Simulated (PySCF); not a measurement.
## Two-component Hartree-Fock for Rb³³⁺ (rubidium, charge +33)

Start: [He] 2s2. Calculated with PySCF 2.14 in an uncontracted even-tempered set (17 s from 13 bohr⁻², ratio 2.4; 12 p from 17 bohr⁻², ratio 2.4; 5 d from 55 bohr⁻², ratio 2.6; 4 f from 82 bohr⁻², ratio 2.6): generalised Hartree-Fock with the X2C-1e Hamiltonian and a Gaussian nucleus; one run each with spin-orbit coupling (SO) switched off, then screened by Boettger's factors.

```tsv
spinor shell	electrons	ε, spin-free (eV)	ε, screened SO (eV)	weight of nominal j (screened SO)	rms radius, screened SO (bohr)
1s1/2	2	-17929.7	-17929.7	1.000	0.0460
2s1/2	2	-4209.6	-4209.6	1.000	0.178
```

```
   quantity    spin-free  screened SO
E (hartree)  -1685.77217  -1685.77217
        M_J            0            0
       ⟨J²⟩        0.000        0.000
       ⟨L²⟩        0.000        0.000
       ⟨S²⟩        0.000        0.000
```

Breit and QED terms are absent; they matter most for the inner s and p1/2 levels.

Densities and radii are taken from the X2C orbitals without a picture-change correction, which distorts them close to the nucleus.

Without spin-orbit coupling the j labels of p, d and f shells carry no meaning; the spin-free column gives the mean over the occupied spinors of each nl shell.
